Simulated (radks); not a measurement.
Removal energies from neutral silver, [Kr] 4d10 5s1, by Delta-SCF beside the eigenvalue of the level emptied. Method: non-relativistic Kohn-Sham, PBE, spin-polarised, spherical densities, point nucleus; computed with a radial shooting solver on a logarithmic mesh with Libxc functionals. Open shells are filled with parallel spins first.

| removed from | final configuration | Delta-SCF (eV) | -eigenvalue (eV) |
|---|---|---|---|
| 5s | [Kr] 4d10 | 7.369 | 4.311 |
| 4d | [Kr] 4d9 5s1 | 13.349 | 7.775 |
| 4p | [Ar] 3d10 4s2 4p5 4d10 5s1 | 63.081 | 56.641 |
| 4s | [Ar] 3d10 4s1 4p6 4d10 5s1 | 94.347 | 87.695 |
